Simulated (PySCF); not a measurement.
AlBr3, SMILES [Br][Al]([Br])[Br].

Geometry: B3LYP-D3(BJ)/def2-SVP. The isomer is the one that the SMILES or the coordinates give; other isomers of the formula were not compared.

Two levels are set side by side: PBE/def2-TZVP (PySCF) and M06-2X/def2-TZVP (PySCF). Same geometry, gas phase. Differences are taken from unrounded values.

```json
[
 {"quantity": "orbital gap (eV)", "PBE": "4.90"},
 {"quantity": "highest occupied level (eV)", "PBE": "-7.36"},
 {"quantity": "lowest empty level (eV)", "PBE": "-2.47"},
 {"quantity": "mean polarisability (bohr³)", "PBE": "85.1"}
]
```

Q: These are the PBE values. What does M06-2X give? (An estimate is asked for; the answer gives what the named calculation found.)

A: 
```csv
quantity,M06-2X,PBE minus M06-2X
orbital gap (eV),8.86,-3.97
highest occupied level (eV),-9.85,2.49
lowest empty level (eV),-0.99,-1.48
mean polarisability (bohr³),80.9,4.2
```

PBE's occupied levels lie high since its potential decays too fast outside the molecule; exact exchange lowers them and widens the gap. PBE's more diffuse valence density responds more strongly to a field. Differences between two approximate levels are no errors against the true value.

Rough cost on one machine, each run with all the roots and properties that it gave: M06-2X against PBE about 4 times.
